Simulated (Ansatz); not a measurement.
Molecule: CH₃Li, net charge 0, singlet state. 
Coordinates optimised at B3LYP-D3(BJ)/def2-TZVP (Ansatz, an electronic-structure program):
SMILES: [CH3][Li]
```xyz
5

Li    -1.1054    -0.6446    -0.9312
C      0.2701     0.1575     0.2275
H      0.8519    -0.5947     0.7758
H     -0.1547     0.8270     0.9867
H      0.9987     0.7566    -0.3338
```
Charge 0, spin multiplicity 1.

Atomisation energy built up term by term with Ansatz (kcal/mol; UHF references for open shells; valence terms freeze the core; atomic spin-orbit terms are left out; no core correlation term is included; no scalar relativity (X2C) term is included). CBS(X,Y): correlation extrapolated as X^-3; Hartree-Fock from the larger set.

```csv
term,basis,kcal/mol
Hartree-Fock,def2-QZVPPD,___
CCSD correlation,"CBS(def2-TZVPPD,def2-QZVPPD)",___
(T),"CBS(def2-TZVPPD,def2-QZVPPD)",4.37
sum: De,,___
```

Problem. Complete the blanks.

Solution. 
- Hartree-Fock, kcal/mol: 259.45
- CCSD correlation, kcal/mol: 91.92
- sum: De, kcal/mol: 355.7
